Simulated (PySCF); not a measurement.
PySCF 2.14 output of an unrestricted LDA calculation on a single atom or ion in x2c-TZVPPall (11s7p7d4f2g, 113 functions), with scalar relativity by spin-free X2C-1e:

```
SCF conv_tol = 1e-09
number electrons alpha = 35  beta = 28
    P. A. M. Dirac.,  Math. Proc. Cambridge Philos. Soc. 26, 376 (1930)
    F. Bloch.,  Z. Phys. 57, 545 (1929)
    S. H. Vosko, L. Wilk, and M. Nusair.,  Can. J. Phys. 58, 1200 (1980)
cycle= 1 E= -10835.2710133275  delta_E= -0.0389  |g|= 0.228  |ddm|= 0.979
cycle= 2 E= -10835.2658227899  delta_E= 0.00519  |g|= 0.326  |ddm|= 0.341
cycle= 3 E= -10835.2772103777  delta_E= -0.0114  |g|= 0.0128  |ddm|= 0.189
cycle= 4 E= -10835.2773383451  delta_E= -0.000128  |g|= 0.00397  |ddm|= 0.0561
cycle= 5 E= -10835.277353774  delta_E= -1.54e-05  |g|= 0.000726  |ddm|= 0.0158
cycle= 6 E= -10835.2773531806  delta_E= 5.93e-07  |g|= 0.00387  |ddm|= 0.0151
cycle= 7 E= -10835.2773579238  delta_E= -4.74e-06  |g|= 0.00152  |ddm|= 0.00521
cycle= 8 E= -10835.2773594376  delta_E= -1.51e-06  |g|= 0.000115  |ddm|= 0.00708
cycle= 9 E= -10835.2773594448  delta_E= -7.2e-09  |g|= 3.95e-06  |ddm|= 0.000515
cycle= 10 E= -10835.2773594449  delta_E= -4.55e-11  |g|= 9.65e-07  |ddm|= 5.43e-05
converged SCF energy = -10835.2773594449  <S^2> = 15.799652  2S+1 = 8.0124033
```

The run itself started from symmetry-adapted Hartree-Fock orbitals and held the occupation by maximum overlap, on a logarithmic radial grid, so the iterations belong to that start.

Problem. Which element, charge and spin multiplicity is this?

Solution. Eu (europium, neutral), multiplicity 8; the state was [Xe] 4f6 5d1 6s2, one real determinant (an excited configuration).

⟨L²⟩ = 18.20 against 30 for a pure H term, so this real determinant mixes terms. Spin-orbit coupling, absent here, splits the open shell strongly.
